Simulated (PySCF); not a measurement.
Removing an electron from 2-(trifluoromethyl)pyridine

Species: 2-(trifluoromethyl)pyridine, C6H4F3N.
Geometry (PBE0-D3(BJ)/def2-SVP, Å), atoms numbered from 1 in this order:
```
atom  x, y, z in Å
F1     2.7018   -0.4322   -1.1601
C2     2.1924    0.1284   -0.0656
F3     2.5524    1.4176   -0.0658
F4     2.7633   -0.4489    0.9887
C5     0.6857   -0.0217   -0.0227
C6    -0.1521    1.0908    0.0115
C7    -1.5270    0.8654    0.0507
C8    -1.9923   -0.4452    0.0531
C9    -1.0575   -1.4824    0.0172
N10    0.2528   -1.2769   -0.0201
H11    0.2635    2.0987    0.0087
H12   -2.2243    1.7060    0.0789
H13   -3.0609   -0.6674    0.0826
H14   -1.3886   -2.5269    0.0185
```

Level: PBE0/def2-SVPD (PySCF). Frontier orbitals with their largest atomic shares (Löwdin; up to four atoms above 4 %):

```tsv
orbital	ε (eV)	main atoms
HOMO−3	-10.79	C5 12 %, F4 9 %, F1 9 %, C2 9 %
HOMO−2	-8.96	C7 29 %, N10 24 %, C6 14 %, C8 14 %
HOMO−1	-8.30	C5 20 %, C9 20 %, C8 20 %, C6 19 %
HOMO	-8.09	?
LUMO	-1.54	N10 22 %, C7 22 %, C5 16 %, C8 16 %
LUMO+1	-1.18	C6 23 %, C9 22 %, C8 14 %, C5 12 %
LUMO+2	0.58	C7 18 %, C8 14 %, H12 14 %, H13 11 %
```

What vertical ionisation energy does ΔSCF give, and how far is −ε(HOMO) from it?

ΔSCF: 10.07 eV (972 kJ/mol; threshold wavelength 123 nm); ⟨S²⟩ of the doublet left behind is 0.760, against 0.75 for a pure doublet. −ε(HOMO) is 8.09 eV, 1.98 eV below it. For the exact functional −ε(HOMO) would equal the first vertical ionisation energy; PBE0 (global hybrid, 25 % exact exchange) falls short of its own ΔSCF value by 20 %.

On which atoms does the HOMO lie?

N10 (pyridine-type nitrogen) 58 %, C9 (aromatic CH next to a ring nitrogen) 11 %, C5 (substituted aromatic carbon) 9 %, C8 (aromatic CH carbon) 5 %, so more than half of it is on one atom. The HOMO−1 lies 0.21 eV lower.

And the vertical electron affinity, the fundamental gap, Mulliken's electronegativity and the hardness (with the factor ½)?

EA = -0.30 eV by ΔSCF (−ε(LUMO) = 1.54 eV); a negative value means that the added electron isn't bound at this geometry and level, and the number then depends on the basis. IE − EA = 10.37 eV against an orbital gap of 6.55 eV; (IE + EA)/2 = 4.88 eV; (IE − EA)/2 = 5.19 eV.

With α = 75.6 au, estimate the like-pair dispersion coefficient by London's formula C6 = (3/4)α²I.

I = 0.3700 Eh, so C6 ≈ 1590 au, a rough estimate.

What total energies stand behind the ΔSCF value?

E(N) = -584.31811 Eh and E(N − 1) = -583.94807 Eh at the same geometry, 0.37004 Eh apart. With one more electron, E(N + 1) = -584.30720 Eh.

How many of the 10 lowest singlet excitations (vertical TDDFT, same level) lie below the ionisation energy?

All 10; they run from 4.83 to 8.03 eV.

Shift the occupied levels rigidly so that −ε(HOMO) equals the ΔSCF value. What binding energies result?

The shift is +1.98 eV: HOMO 10.07, HOMO−1 10.28, HOMO−2 10.94, HOMO−3 12.77 eV. A rigid shift is only a rough guide to the deeper ionisations.

Isolated species at its PBE0-D3(BJ)/def2-SVP geometry, gas phase.
